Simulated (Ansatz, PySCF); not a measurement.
**Pb(SH)4 in two programs**

Pb(SH)4 (singlet), relaxed with PySCF 2.14.0, RKS PBE, Pb def2-SVP with ECP60, S def2-SVP, H def2-SVP; non-relativistic Hamiltonian with scalar-relativistic core potentials where named; density fitting; no spin-orbit coupling:

```xyz
9

Pb    0.1430    0.3396    0.0042
S    -0.0220   -1.3717    1.8885
H    -0.6861   -0.4792    2.6787
S     0.3192   -1.0129   -2.1519
H    -0.3667   -2.0493   -1.5869
S     2.1824    1.8723    0.0415
H     2.8788    1.0050   -0.7483
S    -1.8913    1.8588    0.2505
H    -1.2346    2.8783   -0.3762
```

There the HOMO–LUMO gap is 1.97 eV. 

The same geometry by Ansatz 0.2.0 (PBE, PAW, a periodic box with 9 Å of vacuum):

```tsv
spin-orbit coupling	gap (eV)	largest force component (eV/Å)
without	1.98	0.29
```

(1) What does the run with spin-orbit coupling give?

The spin-orbit runs use fully relativistic datasets of their own, so changes of a few hundredths of an eV needn't come from the coupling.

A frequency check found unstable modes (1, the lowest at -21 cm⁻¹), so the relaxed geometry is a saddle point, or these are noise.

Answers

(1) gap (eV): 2.00, largest force component (eV/Å): 0.32. It took 36 s on 2 threads of Arm Neoverse V2, on a shared host, peak memory 3.2 GiB.
